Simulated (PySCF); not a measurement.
1-hydroxysiletane (C3H8OSi), SMILES O[SiH]1CCC1.

The structure is a stationary point at PBE-D3(BJ)/def2-SVP. One conformer was computed; it need not be the lowest.

Two levels are set side by side: PBE/def2-TZVP (PySCF) and M06-2X/def2-TZVP (PySCF). Same geometry, gas phase. Differences are taken from unrounded values.

| quantity | M06-2X |
|---|---|
| orbital gap (eV) | 10.08 |
| highest occupied level (eV) | -8.96 |
| lowest empty level (eV) | 1.12 |
| dipole moment (D) | 1.10 |
| mean polarisability (bohr³) | 62.3 |

**Question.** What does PBE give, and how far is it from M06-2X? (Estimate from the structure and the level; the computed values follow.)

**Answer.** 
```json
[
 {"quantity": "orbital gap (eV)", "PBE": "6.04", "PBE minus M06-2X": "-4.04"},
 {"quantity": "highest occupied level (eV)", "PBE": "-6.44", "PBE minus M06-2X": "2.51"},
 {"quantity": "lowest empty level (eV)", "PBE": "-0.40", "PBE minus M06-2X": "-1.53"},
 {"quantity": "dipole moment (D)", "PBE": "0.89", "PBE minus M06-2X": "-0.22"},
 {"quantity": "mean polarisability (bohr³)", "PBE": "65.4", "PBE minus M06-2X": "3.1"}
]
```

PBE's occupied levels lie high since its potential decays too fast outside the molecule; exact exchange lowers them and widens the gap. PBE's more diffuse valence density responds more strongly to a field. Differences between two approximate levels are no errors against the true value.

Rough cost on one machine, each run with all the roots and properties that it gave: M06-2X against PBE about 3 times.
